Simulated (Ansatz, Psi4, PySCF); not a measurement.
Reaction (SMILES): N=C=O [isocyanic acid] → [N-]=C=O + H+

Quantity: gas-phase deprotonation energy (enthalpy at 298 K), in kcal/mol. Set-up: LANL2DZ all-electron up to Ne; non-relativistic; no spin-orbit coupling; valence correlation only; 6-311+G** with 5d; dispersion terms only where a functional's name holds one; 6-31G* and kin with 6d, 5d where marked. CBS marks a two-point X^-3 extrapolation of the correlation energy; Hartree-Fock from the larger set. The bracket is a focal-point correction in the basis named. First-principles rows: single points at B3LYP-D3(BJ) geometries (Ansatz, an electronic-structure program), with unscaled harmonic terms from B3LYP/6-31G* at its own minima. Anions need diffuse functions, which STO-3G, LANL2DZ, def2-SVP, cc-pVDZ and Pople sets without + lack.

Coupled cluster (Ansatz) is a level with limits of its own, used here on species with T1 under 0.025 (0.045 for open shells) and stable references: RI-MP2/CBS(aug-cc-pVTZ,aug-cc-pVQZ)+[CCSD(T)-MP2]/aug-cc-pVTZ.

Value to compare with, RI-MP2/CBS(aug-cc-pVTZ,aug-cc-pVQZ)+[CCSD(T)-MP2]/aug-cc-pVTZ (Ansatz): 341.1 kcal/mol.

```json
[
 {"level": "B3LYP/6-31G*", "program": "Ansatz", "gas-phase deprotonation energy (enthalpy at 298 K) (kcal/mol)": "353.7", "difference": "12.6"},
 {"level": "B3LYP/6-31+G*", "program": "Ansatz", "gas-phase deprotonation energy (enthalpy at 298 K) (kcal/mol)": "337.7", "difference": "-3.4"},
 {"level": "M06-2X/6-31G* (5d)", "program": "PySCF", "gas-phase deprotonation energy (enthalpy at 298 K) (kcal/mol)": "349.6", "difference": "8.5"},
 {"level": "wB97X-D/6-311+G**", "program": "Psi4", "gas-phase deprotonation energy (enthalpy at 298 K) (kcal/mol)": "343.0", "difference": "1.9"},
 {"level": "MP2/STO-3G", "program": "Ansatz", "gas-phase deprotonation energy (enthalpy at 298 K) (kcal/mol)": "433.2", "difference": "92.1"},
 {"level": "MP2/LANL2DZ", "program": "Ansatz", "gas-phase deprotonation energy (enthalpy at 298 K) (kcal/mol)": "336.2", "difference": "-4.9"},
 {"level": "MP2/6-31G*", "program": "Ansatz", "gas-phase deprotonation energy (enthalpy at 298 K) (kcal/mol)": "347.3", "difference": "6.2"},
 {"level": "PBE/def2-TZVPD", "program": "Ansatz", "gas-phase deprotonation energy (enthalpy at 298 K) (kcal/mol)": "343.1", "difference": "2.0"},
 {"level": "B3LYP/def2-TZVPD", "program": "Ansatz", "gas-phase deprotonation energy (enthalpy at 298 K) (kcal/mol)": "343.0", "difference": "1.9"},
 {"level": "B2PLYP-D3(BJ)/def2-TZVPD", "program": "Ansatz + dftd3", "gas-phase deprotonation energy (enthalpy at 298 K) (kcal/mol)": "341.2", "difference": "0.1"}
]
```

Among the 7 habitual levels, MP2/STO-3G lies farthest from RI-MP2/CBS(aug-cc-pVTZ,aug-cc-pVQZ)+[CCSD(T)-MP2]/aug-cc-pVTZ (Ansatz) (92.1 kcal/mol) and wB97X-D/6-311+G** nearest (1.9); 5 of 7 lie above it, and their mean absolute difference is 18.5 kcal/mol, the median 6.2. One case shows no general order.

The levels are drawn from those run, B3LYP/6-31G* more often than the rest, none by its result; runs whose electronic state is in doubt are left out.
